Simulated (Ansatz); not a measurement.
SnHMe2I (C₂H₇ISn). The state is a singlet with charge 0. Geometry r2SCAN-D4/def2-SVP, basis def2-TZVP, Ansatz.

| run | HOMO (eV) | LUMO (eV) |
| --- | --- | --- |
| A | -7.21 | -0.86 |
| B | -6.09 | -1.69 |
| C | -9.32 | 0.89 |
| D | -9.45 | 1.09 |
| E | -6.96 | -1.12 |
| F | -6.37 | -1.45 |

In the def2 sets I, Sn take a core potential; there is no spin–orbit coupling. B3LYP takes the VWN-RPA correlation.

Task: The runs used B3LYP, PBE, PBE0, r2SCAN, ωB97M-V, ωB97X-V. Estimate which is which.

Result: A PBE0 (25 % exact exchange); B PBE (0 % exact exchange); C ωB97M-V (range-separated); D ωB97X-V (range-separated); E B3LYP (20 % exact exchange); F r2SCAN (0 % exact exchange). Exact exchange lowers occupied and raises empty levels; among semilocal functionals meta-GGAs tend to open the gap a little, and such runs are hard to tell apart. The gap grows from 4.40 eV (PBE) to 10.54 eV (ωB97X-V).
